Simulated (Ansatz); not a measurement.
Process, species as SMILES: N[Si](O)(O)O -> [NH][Si](O)(O)O + H atom (the H-N bond at the site shown breaks; other sites are not compared here)
Each molecule is optimised on its own at B3LYP-D3(BJ)/def2-TZVP (Ansatz, a first-principles code), one conformer each, not searched for the lowest.
Geometry of the first species:
```xyz
10

N     -0.1832    -0.0680    -1.6785
Si    -0.0106    -0.0090     0.0175
O     -1.1223    -0.9063     0.8086
O     -0.2249     1.5439     0.5139
O      1.4594    -0.6274     0.4180
H     -0.9703     0.3911    -2.1107
H      0.0460    -0.9191    -2.1686
H     -1.0865    -0.9209     1.7683
H      0.3112     2.2244     0.1009
H      2.2339    -0.2542    -0.0086
```
Charge 0, spin multiplicity 1.

Quantity: bond dissociation energy (electronic energy difference), in kcal/mol. Cores are frozen in the correlated levels unless marked. UHF or UKS for open shells. Spin-orbit coupling is left out. Non-relativistic. CBS(X,Y): correlation extrapolated as X^-3; Hartree-Fock from the larger set.

CCSD(T)/CBS(cc-pV(T+d)Z,cc-pV(Q+d)Z) (Ansatz) gives 120.1 kcal/mol.

Problem. Another calculation gave 114.0 kcal/mol. Which level was it?
A) B2PLYP/def2-TZVPD (Ansatz)
B) SVWN5/def2-TZVPD (Ansatz)
C) r2SCANh/def2-TZVPD (Ansatz)

Solution. C, r2SCANh/def2-TZVPD (Ansatz). The others give 116.5 (B2PLYP), 130.9 (SVWN5) kcal/mol.
